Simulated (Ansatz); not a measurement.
Program: Ansatz. Geometries: PBE0-D4/def2-TZVP. ΔE: electronic, gas phase. CCSD(T)/CBS is the MP2 limit (def2-TZVPP, def2-QZVPP) plus CCSD(T) − MP2 in def2-TZVPP, frozen cores. Functionals use def2-TZVPP. def2 core potentials past Kr. For I outer-core shells are correlated without core-valence functions, which leaves a few kJ/mol of doubt a bond. One conformer a species, not always the lowest.

Reaction (redistribution): `C[Si](F)([SiH3])Cl` + `C=C(I)BC` → `C[Si](F)(Cl)I` + `C=C([SiH3])BC`

`C[Si](F)([SiH3])Cl`:

Cartesian coordinates in Å:
```
C -0.331 1.091 1.349
Si 0.663 0.367 -0.033
F 2.081 -0.091 0.555
Si -0.303 -1.445 -1.157
Cl 1.043 1.837 -1.422
H 0.201 1.936 1.794
H -1.297 1.446 0.981
H -0.508 0.342 2.125
H -1.590 -1.007 -1.758
H 0.611 -1.918 -2.228
H -0.570 -2.557 -0.205
```

`C=C(I)BC`:

Cartesian coordinates in Å:
```
C -0.151 2.120 0.056
C -0.465 0.838 -0.142
I -2.357 0.388 -0.955
B 0.517 -0.303 0.217
C 0.243 -1.817 0.048
H -0.814 2.949 -0.166
H 0.826 2.357 0.467
H 1.583 0.082 0.617
H 0.651 -2.087 -0.940
H -0.814 -2.089 0.027
H 0.780 -2.438 0.768
```

`C[Si](F)(Cl)I`:

Cartesian coordinates in Å:
```
C -0.387 -0.432 0.880
Si 0.377 0.235 -0.655
F 1.940 -0.051 -0.647
Cl -0.386 -0.679 -2.308
I 0.082 2.634 -0.846
H -0.214 -1.509 0.940
H 0.052 0.049 1.757
H -1.463 -0.246 0.879
```

`C=C([SiH3])BC`:

Cartesian coordinates in Å:
```
C 0.415 -0.525 -1.977
C 0.155 -0.296 -0.679
Si -0.060 -1.736 0.492
B 0.047 1.181 -0.214
C -0.272 1.630 1.243
H 0.511 -1.524 -2.400
H 0.543 0.301 -2.674
H 0.079 -3.019 -0.249
H -1.400 -1.696 1.139
H 0.959 -1.694 1.576
H 0.194 2.026 -1.060
H -0.232 0.849 2.005
H 0.356 2.469 1.558
H -1.296 2.033 1.240
```

CCSD(T)/CBS gives -122.3 kJ/mol.

**Question.** Another level gave -119.3 kJ/mol. Which?
A. PBE-D4/def2-TZVPP
B. r2SCAN-D4/def2-TZVPP
C. HF/def2-TZVPP
D. MP2/def2-TZVPP

**Answer.** B. r2SCAN-D4 -119.3, PBE-D4 -106.8, MP2/def2-TZVPP -128.5, HF/def2-TZVPP -138.3 kJ/mol.

Largest T1 diagnostic among the species: 0.011.

In def2-TZVPP, CCSD(T) changes the Hartree–Fock value by +19.9 kJ/mol (the triples alone add +3.2 kJ/mol) and MP2 by +9.8 kJ/mol. From PBE to PBE0 (25 % exact exchange), in def2-TZVPP and without D4, ΔE moves by −11.2 kJ/mol.

CCSD(T)/CBS has its own doubt, a few kJ/mol and more with outer-core shells, so smaller differences from it don't rank the levels.
